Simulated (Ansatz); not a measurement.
The same atomization along the group C, Si, Ge, Sn.

Computed with Ansatz on PBE0-D4/def2-TZVP structures; ΔE is electronic, products minus reactants. CCSD(T)/CBS is the MP2 limit (def2-TZVPP, def2-QZVPP) plus CCSD(T) − MP2 in def2-TZVPP, frozen cores. Small cases extrapolate CCSD(T) itself. No spin–orbit coupling; open shells (•) take unrestricted orbitals. Spin–orbit coupling would lower the free atoms: a little for C, F, Si; clearly for Ge; strongly for Sn. def2 core potentials past Kr. Bonds to Ge, Sn are less sure, by a few kJ/mol each and by 10 to 20 or more in all where they break to atoms, as the def2 sets lack core-valence functions. Scalar relativity is left out up to krypton.

```
                          reaction  HF/CBS(def2) (eV)  CCSD(T)/CBS(def2) (eV)
difluoromethane → 2 F• + 2 H• + C•              13.45                   18.96
    `F[SiH2]F` → 2 F• + 2 H• + Si•              14.81                   19.41
`[F][GeH2][F]` → 2 F• + 2 H• + Ge•              11.83                   16.55
`[F][SnH2][F]` → 2 F• + 2 H• + Sn•              10.19                   15.04
```

Largest T1 diagnostic: 0.014, for `[F][SnH2][F]`.

Extrapolated directly: difluoromethane → 2 F• + 2 H• + C•; `F[SiH2]F` → 2 F• + 2 H• + Si•.

For atomizations the MP2-based limit and the directly extrapolated one differ by several kJ/mol either way, and by 10 to 25 for some Ge, Se and Sn compounds, so smaller differences from it don't rank the levels.
